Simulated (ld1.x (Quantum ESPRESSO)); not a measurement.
# What one change does to a pseudopotential (germanium (Ge), TM semilocal)

```
Element                 : germanium
Generator               : ld1.x (Quantum ESPRESSO) 7.5
Type                    : norm-conserving Troullier–Martins (semilocal form)
Functional              : LDA (PZ)
Relativity              : scalar-relativistic
Frozen core             : [Ar]
Valence charge          : 14
Reference configuration : 3d10 4s2 4p2
Partial waves           : 4s (bound): rc 1.75 bohr; 3d (bound): rc 1.05 bohr; 4p (bound): rc 1.60 bohr
Local potential         : the p channel
Core correction         : none
```

All-electron outer shells of the reference configuration (LDA (PZ), scalar-relativistic, ld1.x):

```
shell  level (eV)  outermost node (bohr)  outermost maximum (bohr)
   3s     -167.73                   0.26                      0.54
   3p     -115.38                   0.23                      0.54
   3d      -29.55                      –                      0.50
   4s      -11.95                   0.77                      1.73
   4p       -4.05                   0.82                      2.19
```

Change: wave 4p (bound): rc 1.60 bohr becomes 4p (bound): rc 2.08 bohr.

Cutoffs: the cutoffs (Ry, on a coarse ladder) from which the occupation-weighted sum of valence levels, in a spherical-Bessel basis at the reference potential, stays within 10 and 1 mRy of its value at 400 Ry; they do not see the model core or the augmentation charge, which bear on the density cutoff. Errors are all-electron minus pseudo energies relative to the spin-unpolarised reference configuration.

**Question.** What does the change do?

**Answer.** Of the 9 tests that both files solve, the error grows in 1 and shrinks in 2 by more than 15 % and 0.3 meV (median size 7.4 → 8.6 meV); neither file shows a bound ghost. A semilocal file is local in each channel, so a ghost entry of none says nothing of the separable form that plane-wave codes build from it.

```tsv
quantity	base	changed
cutoff, loose	230 Ry	230 Ry
cutoff, tight	over 300 Ry	over 300 Ry
bound ghosts	none	none
error for 3d10 4s2 4p1, meV [ΔE 7.64 eV]	+0.1	-0.2
error for 3d10 4s2 4p0, meV [ΔE 23.35 eV]	+1.1	+0.5
error for 3d10 4s1 4p0, meV [ΔE 58.57 eV]	+17	+17
error for 3d9 4s2 4p3, meV [ΔE 29.72 eV]	-374	-420
error for 3d9 4s2 4p2, meV [ΔE 38.95 eV]	-316	-354
error for 3d10 4s0 4p0, meV [ΔE 105.22 eV]	+59	+62
error for 3d10 4s0 4p4, meV [ΔE 16.36 eV]	+5.8	+2.3
error for 3d10 4s2 4p2 (spin-polarised), meV [ΔE -0.56 eV]	+7.4	+8.6
error for 3d10 4s2 4p1 (spin-polarised), meV [ΔE 7.45 eV]	+3.0	+3.2
```
